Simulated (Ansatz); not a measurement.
Molecule: sum formula H$_{2}$BO (charge 0, doublet). It need not be the lowest isomer of its formula. 
Coordinates optimised at B3LYP-D3(BJ)/def2-TZVP (Ansatz, a program for electronic structure):
SMILES: [BH]O
```xyz
4

B     -0.7319     0.1970     0.2269
O      0.4516    -0.3244    -0.0878
H     -1.0577     1.3406     0.0563
H      1.1043     0.2699    -0.4882
```
Charge 0, spin multiplicity 2.

Basis-set convergence of Hartree-Fock and MP2 correlation energies (hartree) with Ansatz. Valence correlation only, unless marked. UHF or UKS for open shells. No spin-orbit coupling. Non-relativistic.

| basis | functions | E(HF) | E(corr, MP2) |
|---|---|---|---|
| cc-pVDZ | 38 | -100.69218 | -0.25377 |
| cc-pVTZ | 88 | -100.72714 | -0.32076 |
| cc-pVQZ | 170 | -100.73513 | -0.34535 |

Extrapolating the two largest sets (X = 3 and 4) as X^-3: E(corr) = (64·(-0.34535) - 27·(-0.32076))/37 = -0.3633 Eh, an estimate of the basis-set limit. The largest set recovers 95.1 % of it, the smallest 69.9 %.
